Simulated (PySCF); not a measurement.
Mapped SMILES: `[N:1]#[C:2][C:3]1=[C:4]([CH2:5][CH2:6][OH:7])[SiH2:8][SiH2:9]1` (H(Xn): hydrogen on atom n).

PySCF 2.14.0 with density-fitted response routines calculation with shielding tensors at PBE0/pcSseg-1 (GIAO) and GFN2-xTB geometry; one averaged value for each set of equivalent atoms, no relativistic terms, one conformer, gas phase.

Referencing at the same level of theory: 13C (186.93 ppm) against TMS.

Q: Do the 13C shifts follow the atomic charges (in e)? Tabulate both.

A: 
| atoms | hybridisation | δ (ppm) | σ para (ppm) | Hirshfeld | IAO | Mulliken | ESP-fitted |
| --- | --- | --- | --- | --- | --- | --- | --- |
| C4 | sp2 | 196.0 | -273 | -0.05 | -0.19 | -0.40 | +0.11 |
| C3 | sp2 | 138.4 | -212 | -0.08 | -0.30 | -0.35 | -0.42 |
| C2 | sp | 120.4 | -193 | +0.07 | +0.14 | +0.11 | +0.56 |
| C6 | sp3 | 65.3 | -123 | +0.01 | -0.05 | +0.06 | +0.17 |
| C5 | sp3 | 43.2 | -104 | -0.08 | -0.29 | -0.17 | -0.24 |

Correlation coefficients of δ with charge over these carbons: Hirshfeld -0.07, IAO +0.00, Mulliken -0.58, ESP-fitted +0.12; with the paramagnetic shielding -1.00. With so few points, grouped by hybridisation, these coefficients are fragile. Charge is one influence among several: hybridisation and low-lying excitations act through the paramagnetic term.

Shifts are as computed. Against solution values, carbons near 30 ppm lie about +3 ppm off and those near 130 ppm about +5 ppm. Of 1211 compounds with measured shifts, 218 miss one by over three times the rms of a fit or turn the order of signals round; such compounds aren't used in these exercises.
